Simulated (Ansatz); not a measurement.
Total energies of Zr₄O₁₅H₁₄, a hydroxylated oxide cluster from Ansatz at PBE0-D4/def2-TZVP, gas phase (1 Eh = 27.2114 eV = 2625.5 kJ/mol). The reference geometry is relaxed at PBE-D4/def2-SVP.

Cartesian coordinates in Å:
```
Zr -0.418 -0.743 0.387
Zr 0.649 1.722 -1.712
Zr 0.331 2.181 2.396
Zr -0.263 -4.182 -0.486
O 1.811 3.276 -1.255
O 1.435 0.866 -3.289
O 1.735 3.141 1.482
O -0.955 2.546 -2.459
O -0.499 1.578 0.291
O -0.837 -0.581 -1.662
O 1.457 0.204 -0.394
O -1.421 -3.380 -1.841
O 0.851 2.245 4.265
O -1.426 3.100 2.368
O 0.301 0.044 2.303
O -2.273 -0.932 0.929
O 0.324 -2.559 0.482
O 1.270 -5.042 -1.324
O -1.259 -5.379 0.681
H 2.009 4.131 -1.671
H 1.410 0.683 -4.239
H 1.897 3.332 0.520
H -1.863 2.389 -2.758
H -1.377 2.011 0.276
H -0.176 -0.886 -2.315
H 2.247 -0.317 -0.624
H -1.604 -2.424 -1.988
H 1.234 2.352 5.145
H -1.887 3.651 3.019
H 0.561 -0.512 3.057
H -3.216 -0.934 1.136
H 1.876 -5.625 -1.797
H -1.922 -5.957 1.080
```

```
                 state   geometry  energy (Eh)
      charge 0 singlet  reference  -1325.45405
      charge 1 doublet  reference  -1325.10452
     charge -1 doublet  reference  -1325.43803
free Zr atom (triplet)          –    -46.88229
 free O atom (triplet)          –    -75.01860
 free H atom (doublet)          –     -0.50104
```

In the def2 sets Zr takes a core potential; there is no spin–orbit coupling. Single mean-field runs in def2-TZVP are fitted with def2-universal-jkfit.

(1) Work out the vertical ionisation energy to the doublet.

(2) Work out the vertical electron affinity, to the doublet.

(3) Give the fundamental gap IE − EA, the Mulliken electronegativity (IE + EA)/2 and the hardness (IE − EA)/2.

(4) What is the binding energy per atom against free atoms?

(1) E(charge 1 doublet) − E(charge 0 singlet) = -1325.10452 − (-1325.45405) = 0.34953 Eh = 9.51 eV. For comparison, −ε of the highest occupied level is 8.23 eV at this level, 1.28 eV less.

(2) E(charge 0 singlet) − E(charge -1 doublet) = -1325.45405 − (-1325.43803) = -0.01602 Eh = -0.44 eV; negative, so the extra electron isn't bound. The basis lacks diffuse functions, which makes affinities too small.

(3) From the values in Eh: IE − EA = 0.34953 − (-0.01602) = 0.36555 Eh = 9.95 eV; (IE + EA)/2 = 4.54 eV; (IE − EA)/2 = 4.97 eV. The HOMO–LUMO gap of the same run is 7.77 eV, 2.18 eV smaller than the fundamental gap.

(4) Atoms: 4 × (-46.88229) + 15 × (-75.01860) + 14 × (-0.50104) = -1319.82272 Eh. Binding: -1319.82272 − (-1325.45405) = 5.63133 Eh = 153.24 eV, or 4.64 eV for each of 33 atoms (no zero-point energy, no counterpoise term).

At PBE0-D4/def2-TZVP the highest occupied level of the charge -1 doublet lies above zero (up to 1.37 eV). Energy differences disagree on whether the electron is bound (positive means bound): -0.44 eV (vertical, against the charge 0 singlet, at PBE0-D4/def2-TZVP), but 0.06 eV at LDA (SPW92)/def2-TZVP.
